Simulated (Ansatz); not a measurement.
`[SiH3]C([SiH3])=[Se]` + `OB[SiH3]` → `[SiH3]BO[SiH3]` + `[SiH3]C=[Se]` at 600 K and 1 bar (ligand exchange at the Si–C bond).

Calculated with Ansatz (gas phase, PBE0-D4/def2-TZVP geometries, no zero-point term in ΔE). CBS: MP2 limit from def2 TZ/QZ plus the TZ coupled-cluster correction, frozen cores. For Se outer-core shells are correlated without core-valence functions, which leaves a few kJ/mol of doubt a bond. Scalar relativity is left out up to krypton. Each species was taken in one conformer, which may not be the lowest.

```json
{"species": "`[SiH3]C([SiH3])=[Se]`", "CCSD(T)/CBS energy (Eh)": "-3020.47928", "H − E (kJ/mol)": "210.0", "S (J/(mol·K))": "462.2"}
{"species": "`OB[SiH3]`", "CCSD(T)/CBS energy (Eh)": "-392.07510", "H − E (kJ/mol)": "182.6", "S (J/(mol·K))": "365.1"}
{"species": "`[SiH3]BO[SiH3]`", "CCSD(T)/CBS energy (Eh)": "-682.38605", "H − E (kJ/mol)": "241.5", "S (J/(mol·K))": "458.6"}
{"species": "`[SiH3]C=[Se]`", "CCSD(T)/CBS energy (Eh)": "-2730.19682", "H − E (kJ/mol)": "148.6", "S (J/(mol·K))": "373.1"}
```

H − E and S are ideal-gas, rigid-rotor, harmonic terms from PBE0-D4/def2-TZVP, for one conformer and one mirror image of each species. 1 Eh = 2625.50 kJ/mol, R = 8.31446 J/(mol·K).

Q: By hand: ΔE, ΔH, ΔS and ΔG.

A: ΔE = (-682.38605) + (-2730.19682) − (-3020.47928) − (-392.07510) = -0.02849 Eh = -74.8 kJ/mol. Δ(H − E) = 241.5 + 148.6 − 210.0 − 182.6 = -2.5, so ΔH = -77.3 kJ/mol. ΔS = 458.6 + 373.1 − 462.2 − 365.1 = 4.4 J/(mol·K). ΔG = -77.3 − 600 × (4.4)/1000 = -79.9 kJ/mol.

Q: By hand: the equilibrium constant, and the temperature at which ΔG would vanish if ΔH and ΔS stayed fixed.

A: log₁₀ K = −ΔG/(RT ln 10) = 7.0. ΔH and −TΔS have one sign here, so there is no such temperature. One of them is within its doubt of zero, so this could turn.

The number of gas molecules stays the same, so ΔS is small and ΔH decides. A doubt of 5 kJ/mol in ΔE shifts log₁₀ K by 0.4 here. Other conformers and mirror images would add mixing entropy, several J/(mol·K) or more a flexible species. Modes under 60 cm⁻¹, often nearly free rotors, make the harmonic entropy too high. These are equilibria of isolated gas molecules and say nothing of rates. Largest T1 diagnostic: 0.014 (customary marks: 0.02 for closed shells, 0.045 for open ones).
